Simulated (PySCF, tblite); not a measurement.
Isomers of C4H10Si2. Method: GFN2-xTB as coded in tblite; computed harmonic values from a numerical Hessian at the method's own geometry, unscaled. This tight-binding method is rough: wavenumbers can miss measured ones by several per cent, in bad cases by 10 to 20. Modes of hydrogen on silicon can be 10 to 20 % off. One conformer each.

Electronic energies: PBE0/pcSseg-1 single points on the GFN2-xTB geometries (PySCF, gas phase).

```csv
SMILES,"electronic energy, lowest = 0 (kJ/mol)"
[SiH3]CC#CC[SiH3],62.7
C#C[Si@@H]([SiH3])CC,33.9
C[SiH2]CC#C[SiH3],0.0
```

**Question.** How do GFN2-xTB zero-point energies change the relative energies?

**Answer.** 
```json
{"SMILES": "C[SiH2]CC#C[SiH3]", "ZPE (kJ/mol)": "295.8", "of it from modes above 1550 cm⁻¹": "170.2", "electronic (kJ/mol)": "0.0", "with ZPE, lowest = 0 (kJ/mol)": "0.0", "lowest mode (cm⁻¹)": "20i", "rings": "0"}
{"SMILES": "C#C[Si@@H]([SiH3])CC", "ZPE (kJ/mol)": "303.5", "of it from modes above 1550 cm⁻¹": "175.5", "electronic (kJ/mol)": "33.9", "with ZPE, lowest = 0 (kJ/mol)": "41.7", "lowest mode (cm⁻¹)": "20i", "rings": "0"}
{"SMILES": "[SiH3]CC#CC[SiH3]", "ZPE (kJ/mol)": "290.9", "of it from modes above 1550 cm⁻¹": "165.9", "electronic (kJ/mol)": "62.7", "with ZPE, lowest = 0 (kJ/mol)": "57.9", "lowest mode (cm⁻¹)": "8i", "rings": "0"}
```

The zero-point energies span 12.6 kJ/mol, from `[SiH3]CC#CC[SiH3]` to `C#C[Si@@H]([SiH3])CC`. Slightly imaginary modes are left out of the zero-point energy: `C[SiH2]CC#C[SiH3]` 19.9i cm⁻¹, `C#C[Si@@H]([SiH3])CC` 20.0i cm⁻¹ and `[SiH3]CC#CC[SiH3]` 8.4i cm⁻¹. The order is unchanged.

**Question.** And how do the electronic energies of GFN2-xTB itself compare?

**Answer.** `C[SiH2]CC#C[SiH3]` 9.4; `C#C[Si@@H]([SiH3])CC` 77.8; `[SiH3]CC#CC[SiH3]` 0.0 kJ/mol, lowest = 0. Against the energies above, taken from the same isomer `C[SiH2]CC#C[SiH3]`, the largest difference is 72.1 kJ/mol.
